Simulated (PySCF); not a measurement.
3-fluoro-3-methylbut-1-yne (C₅H₇F), SMILES C(C#C)(F)(C)C. The structure is a stationary point at TPSSh-D3(BJ)/def2-SVP.

**Question.** Give the equilibrium geometry at TPSSh-D3(BJ)/def2-SVP (PySCF confirms it by a frequency run) as Cartesian coordinates in Å, and its point group. (Estimate from the structure and the level; the computed values follow.)

**Answer.** point group Cs.
```xyz
13

C      2.3773    -0.0817     0.0000
C      1.1659    -0.0186     0.0000
C     -0.3064     0.0229     0.0000
C     -0.8734    -0.6044    -1.2739
C     -0.8734    -0.6044     1.2739
F     -0.7000     1.3744     0.0000
H      3.4499    -0.1266     0.0000
H     -0.4806    -0.0782    -2.1549
H     -0.5947    -1.6662    -1.3395
H     -1.9700    -0.5182    -1.2631
H     -1.9700    -0.5182     1.2631
H     -0.5947    -1.6662     1.3395
H     -0.4806    -0.0782     2.1549
```
Charge 0, spin multiplicity 1.
